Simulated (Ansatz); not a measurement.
Members of the series GeXY, Y = chloro; each row names its spin state. All species are isolated molecules in the gas phase. One relaxed conformer stands for each flexible species; it need not be the lowest. Strings in code marks are SMILES.

Quantity: adiabatic spin-state energy, in eV.

A: `O=[CH][Ge][Cl]`: multiplicity 3 minus multiplicity 1
B: `C=[CH][Ge][Cl]`: multiplicity 3 minus multiplicity 1
C: `[Cl][Ge][Cl]`: multiplicity 3 minus multiplicity 1

Question: Put the candidates in order of adiabatic spin-state energy, lowest first, for B3LYP/cc-pVTZ // B3LYP-D3(BJ)/def2-TZVP (Ansatz, a quantum-chemistry and plane-wave program).

Answer: A (0.91 eV), B (1.83 eV), C (2.75 eV)
